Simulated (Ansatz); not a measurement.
Geometry optimisation, Ansatz 0.2.0, RKS PBE0/def2-SVP.

Input:

```yaml
crystal:
  periodic: [false, false, false]
  atoms:
    - { symbol: B, position_ang: [0.071492, 0.516902, -0.425838] }
    - { symbol: Cl, position_ang: [0.116526, -0.249213, 2.546006] }
    - { symbol: "N", position_ang: [1.318437, 0.082804, -0.826137] }
    - { symbol: H, position_ang: [1.498228, -0.885842, -1.058216] }
    - { symbol: H, position_ang: [2.141539, 0.672189, -0.816618] }
    - { symbol: H, position_ang: [-0.920768, -0.15744, -0.428933] }
    - { symbol: Br, position_ang: [-0.124796, 2.46945, 0.019987] }
    - { symbol: H, position_ang: [-0.020158, 1.064149, 2.37805] }
basis:
  gaussian: { orbitals: def2-SVP }
hamiltonian:
  xc: pbe0
relax:
  f_tol: 0.03
  max_steps: 50
```

Run as:

```bash
$ ansatz run input.yaml --threads 2 --pin off --max-ram 3072MiB --backend cpu --events-out ev --progress --plain --runs-dir out
```

**Question.** Where does it end, and by what steps?

**Answer.** The run converged. After 8 steps the energy has fallen by 0.126 eV; Cl2 moved furthest, 0.60 Å.

| step | energy less start (eV) | largest force component (eV/Å) | accepted |
| --- | --- | --- | --- |
| 0 | 0.0000 | 1.102 | yes |
| 1 | -0.0668 | 1.136 | yes |
| 2 | -0.0474 | 1.500 | no |
| 3 | -0.0868 | 1.008 | yes |
| 4 | -0.1060 | 0.731 | yes |
| 5 | -0.1172 | 0.520 | yes |
| 6 | -0.1204 | 0.426 | yes |
| 7 | -0.1258 | 0.038 | yes |
| 8 | -0.1259 | 0.014 | yes |

```xyz
8
Properties=species:S:1:pos:R:3
B 0.093 0.529 -0.536
Cl 0.069 -0.056 3.113
N 1.340 0.087 -0.931
H 1.485 -0.851 -1.281
H 2.181 0.646 -0.864
H -0.891 -0.153 -0.615
Br -0.102 2.337 0.153
H -0.095 0.974 2.349
```

Whether the end is a true minimum wasn't checked by a vibrational analysis.

The run took 25 s on 2 threads of Arm Neoverse V2 (shared host), peak memory 0.22 GiB.
